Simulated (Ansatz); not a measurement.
Program: Ansatz. Geometries: PBE0-D4/def2-TZVP. ΔE: electronic, gas phase. CBS: MP2 limit from def2 TZ/QZ plus the TZ coupled-cluster correction, frozen cores. For Ge outer-core shells are correlated without core-valence functions, which leaves a few kJ/mol of doubt a bond. Scalar relativity is left out up to krypton. One conformer a species, not always the lowest.

Reaction (formal exchange of groups at a Ge–O bond): `[SiH3][O][Ge][Cl]` + `OC(O)(O)F` → `[OH][Ge][Cl]` + `OC(O)(F)O[SiH3]`

`[SiH3][O][Ge][Cl]`:

Cartesian coordinates in Å:
```
Si -0.890 0.018 0.247
O 0.274 -1.061 -0.221
Ge 1.979 -1.047 -0.688
Cl 2.385 1.117 -0.502
H -2.136 -0.754 0.480
H -0.489 0.702 1.502
H -1.123 1.025 -0.818
```

`OC(O)(O)F`:

Cartesian coordinates in Å:
```
O 0.495 -0.119 1.278
C -0.186 0.042 0.110
O -0.058 1.357 -0.218
O 0.225 -0.819 -0.891
F -1.503 -0.278 0.281
H 0.411 -1.043 1.532
H -0.541 1.493 -1.040
H 1.156 -0.633 -1.052
```

`[OH][Ge][Cl]`:

```xyz
4

O    -0.912    0.157    0.692
Ge    0.805   -0.257    0.832
Cl    1.330   -0.205   -1.316
H    -1.223    0.304   -0.208
```

`OC(O)(F)O[SiH3]`:

Z-matrix (Å, degrees):
```
C
O 1 1.368
F 1 1.363 2 104.8
O 1 1.379 2 113.5 3 -118.1
O 1 1.355 2 111.5 3 119.4
H 2 0.962 1 107.4 3 -163.4
H 4 0.963 1 108.2 2 57.4
Si 5 1.673 1 123.9 2 162.0
H 8 1.480 5 103.7 1 164.6
H 8 1.481 5 110.8 1 -77.4
H 8 1.481 5 110.7 1 45.6
```

```tsv
species	SCS-MP2/def2-QZVPP energy (Eh)
`[SiH3][O][Ge][Cl]`	-2901.69621
`OC(O)(O)F`	-365.03972
`[OH][Ge][Cl]`	-2611.40021
`OC(O)(F)O[SiH3]`	-655.33149
```

Work out ΔE.

ΔE = (-2611.40021) + (-655.33149) − (-2901.69621) − (-365.03972) = 0.00423 Eh = +11.1 kJ/mol. CCSD(T)/CBS gives +10.4 kJ/mol.

Largest T1 diagnostic among the species: 0.014.
